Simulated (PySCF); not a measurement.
Computed shifts of a molecule C4H7NSi, PBE/pcSseg-1 in PySCF, GIAO, gas phase, atoms alike by connectivity averaged where their shifts nearly agree, in ppm (number of nuclei): ¹³C: 177.4 (1), 158.7 (1), 122.3 (1), 65.2 (1). ²⁹Si: -103.4 (1). ¹⁵N: 467.6 (1). ¹H: 9.55 (1), 7.22 (1), 6.45 (1), 5.44 (2), 4.70 (2). References: ¹³C against TMS (σ = 182.0 ppm); ²⁹Si against TMS (σ = 335.4 ppm); ¹⁵N against NH3 (σ = 267.0 ppm); ¹H against TMS (σ = 31.49 ppm), references at their B3LYP-D3(BJ)/def2-TZVP geometries, non-relativistic. Coordinates come from a PBE0-D3(BJ)/def2-SVP optimisation. The values are those of a single conformer.

**Question.** Pick the molecule that these values belong to.
A) C1=C[SiH2]CN=C1
B) C1=C[SiH2]C=NC1
C) C#CC/N=C/[SiH3]
D) [SiH3]C1=NCC=C1

**Answer.** B, C1=C[SiH2]C=NC1
